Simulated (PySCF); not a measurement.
C₈H₆, SMILES c1cc(C#C)ccc1, singlet at its GFN2-xTB optimised geometry (Å):

```
14

C     -1.9751    -2.3490    -0.0009
C     -1.3752    -1.3091    -0.0011
C     -0.6644    -0.0841     0.0000
C     -1.3541     1.1278     0.0007
C     -0.6546     2.3196     0.0007
C      0.7311     2.3155     0.0000
C      1.4202     1.1129     0.0000
C      0.7304    -0.0841     0.0000
H     -2.5005    -3.2569    -0.0015
H     -2.4345     1.1239     0.0011
H     -1.1919     3.2569     0.0012
H      1.2744     3.2490    -0.0003
H      2.5005     1.1104    -0.0001
H      1.2608    -1.0254    -0.0001
```

Method: CAM-B3LYP/def2-TZVP (PySCF 2.14.0).

Map of the electron localisation function on the plane z = 1.0 Å:

```
|                               |
|                               |
|                               |
|           :.     .:.          |
|         .+#*:   .+#+.         |
|         :#@@=.  -%@%-         |
|         .*%%+:.:=%@#:         |
|          :+*++==+**-          |
|          .-**#%#**=.          |
|          .=###%###+:          |
|      .--:-*%#+=+#%#-::-:      |
|      +%#*+#%*: .+%#++#%*.     |
|     .*@@#*##+.  =##**@@%:     |
|      -##++#%*: .+%#++#%*.     |
|       ...:+%#+=+#%#-::-:      |
|           -*##%###+:          |
|          .:+**##**=.          |
|       .:--=+=--=+**-          |
|      :=*##**=. .=%@#:         |
|     .-*%@@%#=.  :#@%-         |
|     .-+#@@@%*:   -*=.         |
|     .:=#%@@%#=    .           |
|      :=*#%%#*=                |
|      :+##**+=-                |
|      -#%#+=-:.                |
|      -#%*-:..                 |
|      .-=-.                    |
|                               |
|                               |
|                               |
|                               |
```
Scale: ten equal steps from 0.000 (start of ' ') to 0.787 (end of '@'), in the order ' .:-=+*#%@'; x runs from -5.50 to 5.50, y from -5.50 (bottom) to 5.50 (top).
